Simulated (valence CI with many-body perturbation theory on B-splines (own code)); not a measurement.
Values are calculated unless marked as measured or tabulated.
## Ar IV: what the settings do

Method: relativistic CI+MBPT: five valence electrons over a frozen Dirac-Fock core [Ne], radial functions for each j: 6 s, 6 p, 5 d, 3 f, 1 g, with the one-electron correlation potential Σ1, the two-electron term Σ2, the three-electron term Σ3, Breit, model QED; selected CI, second order for the rest, scaled by the run's own slope (own B-spline code, finite nucleus).

Set against measurement, 20 paired levels are off by 226 cm⁻¹ on average, the worst by 546. These come from a selection out of Saloman, J. Phys. Chem. Ref. Data 39, 033101 (2010). Levels without a partner in it may be off by more. Among the levels kept, up to 1600 cm⁻¹ of a level comes from second order outside the variational space, and about a tenth of that is noise between levels of different J, which matters for small intervals.

The reference run has the lowest level 3s2.3p3 4S°_3/2 and an ionisation energy of 59.0781 eV. Its largest variational space holds 10000 state functions.

Names give the largest LS component (configuration and term), which can be under half, so a name can repeat, a term be missing and a line seem to break the LS rules; names also repeat where a configuration has a term twice.

Changed runs:
A. factor on the speed of light 1 → 100; QED terms on → off
B. scale of Σ2 1 → 0
C. orbitals per symmetry with explicit Σ2 and valence Breit (the others get mean screening factors) 5 → 7; core polarisation of operators on → off
D. correlating orbitals by l 3 3 3 2 1 → 0 0 0 0 0 (bad on purpose)

Excitation energies of the reference run in cm⁻¹, and shifts in cm⁻¹:

| Level | Reference | A | B | C | D |
| --- | --- | --- | --- | --- | --- |
| 3s2.3p3 2D°_3/2 | 21426 | +80 | +215 | -5.7 | +2809 |
| 3s2.3p3 2D°_5/2 | 21549 | -50 | +215 | -5.6 | +2813 |
| 3s2.3p3 2P°_1/2 | 35295 | -100 | +306 | -8.1 | +2841 |
| 3s2.3p3 2P°_3/2 | 35470 | -276 | +302 | -7.9 | +2835 |
| 3s.3p4 4P_5/2 | 117461 | -1435 | -309 | +0.5 | -312 |
| 3s.3p4 4P_3/2 | 118410 | -2383 | -316 | +0.6 | -319 |
| 3s.3p4 4P_1/2 | 118941 | -2912 | -318 | +0.6 | -324 |
| 3s.3p4 2D_3/2 | 146059 | -1800 | +117 | -4.0 | +1809 |
| 3s.3p4 2D_5/2 | 146135 | -1881 | +118 | -4.0 | +1816 |
| 3s2.3p2.3d 2P_3/2 | 166497 | -855 | +525 | -1.8 | +2185 |
| 3s2.3p2.3d 2P_1/2 | 167577 | -1947 | +526 | -1.7 | +2214 |
| 3s.3p4 2S_1/2 | 178379 | -1955 | +643 | -7.8 | +3915 |
| Ionisation energy (eV) | 59.0781 | +0.1678 | +0.1258 | +0.0033 | -0.0807 |
